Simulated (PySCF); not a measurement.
GeH₃, SMILES [GeH3], multiplicity 2. Atoms are numbered in the order given.

```xyz
4

Ge     0.0000     0.0000     0.0407
H     -1.2656    -0.7307    -0.4342
H      0.0000     1.4614    -0.4342
H      1.2656    -0.7307    -0.4342
```
Charge 0, spin multiplicity 2.

Coordinates come from a ωB97X-D3(BJ)/def2-TZVPD optimisation. The isomer is the one that the SMILES or the coordinates give; other isomers of the formula were not compared.

These are r2SCAN/def2-TZVPD run with PySCF values and carry that method's errors.

```yaml
total_energy: -2078.73569 hartree
point_group: C3v
"α spin, highest occupied and lowest empty level": -5.62 and 0.16 eV
"β spin, highest occupied and lowest empty level": -8.71 and -3.28 eV
dipole_moment: 0.03 D
quadrupole, principal values (traceless, Buckingham form, about the centre of nuclear charge): -0.43, 0.21, 0.21 D·Å
mean_static_polarisability: 37.6 bohr³ (5.57 Å³)
polarisability_principal_values: 36.5, 38.1, 38.1 bohr³
"⟨S²⟩": 0.754 (pure state 0.75)
```
